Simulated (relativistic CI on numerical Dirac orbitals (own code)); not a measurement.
**Spin-allowed bands of a d8 ion in a tetrahedral site, by hand**

Problem. Take Δ = 3950 cm⁻¹ and B = 870 cm⁻¹ for a d8 ion in a tetrahedral site. Calculate the three spin-allowed bands.

Working.
1. The terms of highest spin are 3F (energy 0) and 3P (15B = 13050 cm⁻¹). Here the F term splits into A2 at +1.2Δ = 4740, T2 at +0.2Δ = 790 and T1 at −0.6Δ = -2370 cm⁻¹.
2. The two T1 states mix through the element 0.4Δ: H = [[-2370, 1580], [1580, 13050]], with roots ½(H₁₁ + H₂₂) ∓ ½√[(H₂₂ − H₁₁)² + 4H₁₂²] = ½(10680) ∓ ½(15740) = -2530 and 13210 cm⁻¹.
3. The ground term is 3T1 at -2530 cm⁻¹.
4. Bands: 3T2 3320 cm⁻¹ (3012 nm), 3A2 7270 cm⁻¹ (1375 nm), 3T1(P) 15740 cm⁻¹ (635 nm).

Check. Exact diagonalisation of the whole d8 shell with these parameters gives 3T2 3320, 3A2 7270, 3T1 15740 cm⁻¹. The match is exact, since without spin-orbit coupling no other term has this spin. The ratio of the second band to the first, 2.190, depends on Δ/B = 4.5 alone, which is how a Tanabe-Sugano diagram is read.
